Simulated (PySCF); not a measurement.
GeCl2, SMILES [Cl][Ge][Cl] (connectivity only; charge and spin as stated), neutral, multiplicity 1.

Geometry optimised at PBE0-D3(BJ)/def2-TZVP. The isomer is the one that the SMILES or the coordinates give; other isomers of the formula were not compared.

Two levels are set side by side: TDA-PBE/def2-SVPD (PySCF) and TDA-LC-ωPBE/def2-SVPD (PySCF). Vertical, same geometry. The lowest singlet is HOMO→LUMO 94 % with PBE and HOMO→LUMO 98 % with the other functional; states are paired by order. Differences are taken from unrounded values.

```json
[
 {"quantity": "lowest singlet excitation (eV)", "TDA-LC-ωPBE": "4.16", "TDA-PBE": "3.82", "TDA-PBE minus TDA-LC-ωPBE": "-0.34"},
 {"quantity": "lowest triplet excitation (TDA) (eV)", "TDA-LC-ωPBE": "2.64", "TDA-PBE": "2.78", "TDA-PBE minus TDA-LC-ωPBE": "0.14"},
 {"quantity": "first bright state (f over 0.05) (eV)", "TDA-LC-ωPBE": "7.23", "TDA-PBE": "6.37", "TDA-PBE minus TDA-LC-ωPBE": "-0.86"},
 {"quantity": "its oscillator strength", "TDA-LC-ωPBE": "0.30", "TDA-PBE": "0.10", "TDA-PBE minus TDA-LC-ωPBE": "-0.20"}
]
```

A lower first singlet is the usual sign of a functional without exact exchange. Differences between two approximate levels are no errors against the true value.

Rough cost on one machine, each run with all the roots and properties that it gave: TDA-LC-ωPBE against TDA-PBE within a factor of 2.
